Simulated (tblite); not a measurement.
A geometry optimisation, step by step.

C9H7Cl.
Numbering: `[CH:1]#[C:2][C:3]1([C:4]#[CH:5])[CH2:6]/[C:7]1=[CH:8]\[CH2:9][Cl:10]` (hydrogens: H11 on C1; H12 on C5; H13, H14 on C6; H15 on C8; H16, H17 on C9)

Computed with GFN2-xTB (tblite), gas phase: L-BFGS steps from a force-field or distance-geometry start until the largest atomic force falls under 0.01 eV/Å. 6 of its 61 geometries are shown.

Step 0: E = -739.4298 eV, largest atomic force 1.967 eV/Å
```
atom  x, y, z in Å  |  force x, y, z in eV/Å
C1     -2.418   -2.106   -0.656    0.552   1.006   0.273
C2     -1.820   -1.089   -0.369   -0.597  -0.594  -0.411
C3     -1.081    0.129   -0.017   -1.561   0.246  -0.934
C4     -1.690    1.422   -0.387    0.577  -1.496  -0.061
C5     -2.177    2.479   -0.651   -0.481   1.070  -0.293
C6     -0.429    0.157    1.338    0.916   0.005   0.366
C7      0.374    0.002    0.076    1.150   0.139   1.110
C8      1.612   -0.146   -0.401   -1.963   0.062   0.115
C9      2.816   -0.212    0.469   -0.609   0.819   0.396
Cl10    3.684   -1.745    0.286    0.104  -0.247   0.002
H11    -2.956   -2.997   -0.906    0.421   0.654   0.200
H12    -2.611    3.432   -0.891    0.358  -0.806   0.222
H13    -0.407    1.140    1.859    0.027  -0.938  -0.353
H14    -0.568   -0.727    1.975    0.159   0.531  -0.174
H15     1.702   -0.221   -1.471    0.383  -0.066  -0.158
H16     2.463   -0.106    1.527    0.626  -0.065  -0.688
H17     3.499    0.598    0.159   -0.063  -0.320   0.386
```

Step 12: E = -739.7028 eV, largest atomic force 0.109 eV/Å
```
atom  x, y, z in Å  |  force x, y, z in eV/Å
C1     -2.409   -2.064   -0.654   -0.025  -0.034  -0.021
C2     -1.833   -1.047   -0.397    0.052  -0.004   0.054
C3     -1.103    0.130   -0.024    0.022  -0.004   0.017
C4     -1.680    1.374   -0.449    0.071  -0.009   0.080
C5     -2.165    2.448   -0.663   -0.007   0.026  -0.041
C6     -0.414    0.144    1.355   -0.017  -0.005  -0.027
C7      0.368    0.011    0.129   -0.081   0.044   0.059
C8      1.558   -0.134   -0.400    0.029  -0.002   0.000
C9      2.777   -0.182    0.463   -0.030   0.023  -0.047
Cl10    3.638   -1.748    0.265   -0.038   0.020  -0.019
H11    -2.922   -2.946   -0.894   -0.029  -0.005  -0.029
H12    -2.589    3.380   -0.889   -0.007  -0.017  -0.056
H13    -0.402    1.092    1.877    0.000  -0.043   0.012
H14    -0.540   -0.720    1.994   -0.004   0.010  -0.021
H15     1.704   -0.227   -1.470   -0.005   0.025   0.097
H16     2.516   -0.095    1.519    0.040   0.010  -0.075
H17     3.488    0.596    0.178    0.027  -0.034   0.017
```

Step 24: E = -739.7270 eV, largest atomic force 0.099 eV/Å
```
atom  x, y, z in Å  |  force x, y, z in eV/Å
C1     -2.418   -2.039   -0.678    0.009   0.052   0.019
C2     -1.824   -1.049   -0.360   -0.005  -0.066  -0.003
C3     -1.101    0.123    0.048   -0.049   0.001  -0.077
C4     -1.674    1.361   -0.402    0.021   0.062  -0.029
C5     -2.140    2.409   -0.751   -0.012  -0.051   0.026
C6     -0.421    0.116    1.426   -0.068  -0.003   0.003
C7      0.372    0.030    0.206   -0.008   0.012  -0.056
C8      1.549   -0.064   -0.363   -0.050  -0.028   0.065
C9      2.801   -0.152    0.438    0.066  -0.074   0.000
Cl10    3.544   -1.774    0.183    0.009   0.008   0.043
H11    -2.950   -2.899   -0.959    0.028   0.032  -0.003
H12    -2.571    3.316   -1.053    0.028  -0.030  -0.011
H13    -0.440    1.042    1.983    0.037   0.014   0.032
H14    -0.546   -0.774    2.026    0.030  -0.021   0.054
H15     1.653   -0.149   -1.436   -0.014   0.080   0.005
H16     2.603   -0.054    1.506    0.009  -0.014  -0.020
H17     3.554    0.570    0.124   -0.032   0.028  -0.047
```

Step 36: E = -739.7336 eV, largest atomic force 0.023 eV/Å
```
atom  x, y, z in Å  |  force x, y, z in eV/Å
C1     -2.425   -2.023   -0.688    0.000  -0.008  -0.005
C2     -1.819   -1.048   -0.350    0.002   0.019   0.009
C3     -1.104    0.123    0.073    0.002   0.002   0.012
C4     -1.667    1.359   -0.392    0.007  -0.020   0.008
C5     -2.141    2.387   -0.781   -0.001   0.016  -0.004
C6     -0.432    0.101    1.457   -0.017  -0.003  -0.013
C7      0.367    0.031    0.239   -0.006  -0.008   0.014
C8      1.539   -0.047   -0.341    0.012  -0.010  -0.007
C9      2.812   -0.155    0.426   -0.001   0.019  -0.002
Cl10    3.526   -1.788    0.176    0.007  -0.022   0.002
H11    -2.953   -2.878   -0.989    0.003  -0.001  -0.003
H12    -2.555    3.288   -1.125   -0.002   0.002   0.002
H13    -0.440    1.021    2.026    0.009  -0.018  -0.006
H14    -0.550   -0.795    2.052   -0.010   0.015   0.000
H15     1.624   -0.078   -1.419   -0.003  -0.003   0.003
H16     2.651   -0.044    1.498   -0.008   0.007   0.000
H17     3.559    0.556    0.075    0.007   0.012  -0.009
```

Step 48: E = -739.7340 eV, largest atomic force 0.011 eV/Å
```
atom  x, y, z in Å  |  force x, y, z in eV/Å
C1     -2.423   -2.023   -0.690   -0.002  -0.001  -0.004
C2     -1.823   -1.045   -0.348    0.000   0.004  -0.003
C3     -1.105    0.124    0.075    0.000  -0.007  -0.004
C4     -1.662    1.361   -0.393   -0.001  -0.009   0.007
C5     -2.137    2.390   -0.780    0.000   0.002  -0.003
C6     -0.435    0.098    1.459    0.007   0.000   0.004
C7      0.366    0.021    0.242   -0.005   0.004  -0.003
C8      1.538   -0.051   -0.340   -0.004  -0.003   0.004
C9      2.813   -0.152    0.423    0.004  -0.004  -0.002
Cl10    3.530   -1.787    0.185    0.000  -0.004   0.004
H11    -2.949   -2.878   -0.996    0.004   0.004   0.002
H12    -2.554    3.288   -1.123    0.003   0.004   0.002
H13    -0.431    1.018    2.028   -0.005   0.007  -0.002
H14    -0.565   -0.794    2.056    0.003  -0.006  -0.002
H15     1.619   -0.081   -1.419   -0.001  -0.002   0.005
H16     2.654   -0.033    1.494   -0.003   0.005   0.000
H17     3.558    0.557    0.064   -0.001   0.007  -0.007
```

Step 60: E = -739.7343 eV, largest atomic force 0.007 eV/Å
```
atom  x, y, z in Å  |  force x, y, z in eV/Å
C1     -2.422   -2.024   -0.698    0.001  -0.002   0.000
C2     -1.825   -1.047   -0.349   -0.002  -0.002  -0.002
C3     -1.107    0.121    0.078   -0.002   0.001   0.004
C4     -1.662    1.360   -0.388    0.002   0.000  -0.005
C5     -2.130    2.392   -0.776    0.004  -0.003   0.005
C6     -0.438    0.096    1.462    0.003   0.001   0.000
C7      0.364    0.019    0.246   -0.001   0.003  -0.002
C8      1.533   -0.059   -0.340    0.001   0.001   0.001
C9      2.812   -0.147    0.419   -0.001   0.003   0.000
Cl10    3.531   -1.785    0.206   -0.001  -0.003   0.000
H11    -2.944   -2.879   -1.007   -0.004  -0.002  -0.002
H12    -2.540    3.296   -1.116    0.003  -0.006   0.003
H13    -0.439    1.016    2.031    0.001   0.002  -0.003
H14    -0.564   -0.798    2.058    0.000   0.001   0.000
H15     1.611   -0.098   -1.418   -0.003   0.005   0.003
H16     2.661   -0.009    1.488   -0.005   0.003  -0.003
H17     3.553    0.558    0.041    0.005  -0.003   0.001
```

Task: Summarise the path.

Result: The energy falls by 7.02 kcal/mol from step 0 to step 60; nine tenths of that is first reached at step 13. It falls at every step. The largest force goes from 1.967 to 0.007 eV/Å. Among the bonds C6–C7 changes most, from 1.504 to 1.458 Å; the atoms move by 0.154 Å rms after alignment.

Task: Follow the three bonds and two angles with the largest change from start to end.

Result: 
```
step  E above end (kcal/mol)  largest force (eV/Å)  C6–C7 (Å)  C3–C4 (Å)  C3–C6 (Å)  C3–C7–C8 (°)  C6–C7–C8 (°)
   0                    7.02                 1.967      1.504      1.476      1.505         155.4         143.7
   3                    2.16                 1.649      1.440      1.449      1.544         150.2         146.2
   5                    1.54                 1.364      1.467      1.446      1.538         151.1         146.3
   8                    0.88                 0.160      1.459      1.434      1.536         150.7         146.3
  10                    0.80                 0.100      1.462      1.434      1.539         150.7         146.3
  13                    0.70                 0.100      1.459      1.437      1.542         150.0         146.8
  16                    0.59                 0.096      1.456      1.436      1.541         149.5         147.1
  18                    0.52                 0.127      1.458      1.434      1.541         149.4         147.3
  21                    0.32                 0.171      1.462      1.434      1.538         148.7         148.3
  23                    0.21                 0.119      1.459      1.436      1.536         148.3         148.8
  26                    0.11                 0.083      1.458      1.435      1.539         147.9         149.0
  29                    0.05                 0.068      1.460      1.435      1.537         147.6         149.5
  31                    0.03                 0.037      1.459      1.435      1.537         147.5         149.6
  34                    0.02                 0.021      1.458      1.436      1.538         147.4         149.5
  37                    0.02                 0.036      1.459      1.435      1.538         147.2         149.7
  39                    0.01                 0.023      1.458      1.435      1.537         147.2         149.8
  42                    0.01                 0.026      1.458      1.435      1.538         147.2         149.7
  44                    0.01                 0.010      1.459      1.435      1.538         147.2         149.8
  47                    0.01                 0.023      1.459      1.435      1.537         147.1         149.9
  50                    0.01                 0.013      1.458      1.435      1.538         147.2         149.8
  52                    0.01                 0.019      1.458      1.435      1.538         147.2         149.8
  55                    0.00                 0.018      1.458      1.435      1.537         147.1         149.9
  57                    0.00                 0.014      1.458      1.435      1.537         147.0         150.0
  60                    0.00                 0.007      1.458      1.435      1.538         147.0         150.0
```

The cost below is that of the whole relaxation. On Arm Neoverse N1, one thread, shared host, this took 0.81 s wall.
